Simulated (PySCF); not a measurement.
Two species compared at the same levels of theory.

First species: C7H11OP.
Geometry (GFN2-xTB, Å), atoms numbered from 1 in this order:
```
atom  x, y, z in Å
C1    -3.462    0.370    0.476
C2    -2.470    0.829   -0.265
C3    -1.067    0.979    0.209
P4    -0.026   -0.168   -0.797
C5    -0.524   -1.858   -0.304
O6    -0.098    0.076   -2.242
C7     1.591    0.034   -0.100
C8     2.719    0.224    0.276
C9     4.061    0.435    0.764
H10   -3.319    0.098    1.510
H11   -4.460    0.259    0.087
H12   -2.629    1.094   -1.302
H13   -0.694    1.987    0.004
H14   -0.965    0.760    1.271
H15   -0.378   -2.029    0.758
H16   -1.574   -1.987   -0.564
H17    0.072   -2.562   -0.882
H18    4.634   -0.488    0.680
H19    4.549    1.209    0.173
H20    4.035    0.746    1.808
```

Second species: C₆H₁₁N₃O.
SMILES: `CCCn1nncc1OC`

Levels: PBE0/pcSseg-1 for dipole moment, HOMO energy, LUMO energy and HOMO–LUMO gap; GFN2-xTB for rotational constant A and rotational constant C. Geometries: GFN2-xTB. Each structure is a single optimised conformer of the isolated species, non-relativistic unless stated. Electronic properties by PySCF.

Dipoles, sizes and rotational constants follow the conformer. The torsions of the flexible species, by atom-mapped SMILES:
- `[CH2:1]=[CH:2][CH2:3][P@@:4]([CH3:5])(=[O:6])[C:7]#[C:8][CH3:9]`: C1–C2–C3–P4 116°, C2–C3–P4–C5 -68°
- `[CH3:1][CH2:2][CH2:3][n:4]1[n:5][n:6][cH:7][c:8]1[O:9][CH3:10]`: C1–C2–C3–N4 -67°, C2–C3–N4–N5 98°, C7–C8–O9–C10 3°

Values for the first species:

- Dipole moment: 4.51 D
- HOMO energy: -7.26 eV
- LUMO energy: -0.20 eV
- HOMO–LUMO gap: 7.06 eV
- Rotational constant A: 2.583 GHz
- Rotational constant C: 0.651 GHz

Q: Estimate the same properties for the second species, and the change in each.

A: 
| property | first | second | second less first |
| --- | --- | --- | --- |
| dipole moment | 4.51 D | 4.94 D | +0.43 D |
| HOMO energy | -7.26 eV | -6.81 eV | +0.45 eV |
| LUMO energy | -0.20 eV | 0.41 eV | +0.61 eV |
| HOMO–LUMO gap | 7.06 eV | 7.22 eV | +0.16 eV |
| rotational constant A | 2.583 GHz | 1.911 GHz | -0.672 GHz |
| rotational constant C | 0.651 GHz | 0.801 GHz | +0.150 GHz |

On the first: The dipole matches unit charges of opposite sign 0.94 Å apart (1 e·Å = 4.8032 D). A dipole of 4.51 D is allowed in C1, and pure rotational transitions are dipole-allowed.

On the second: The dipole matches unit charges of opposite sign 1.03 Å apart (1 e·Å = 4.8032 D). A dipole of 4.94 D is allowed in C1, and pure rotational transitions are dipole-allowed.
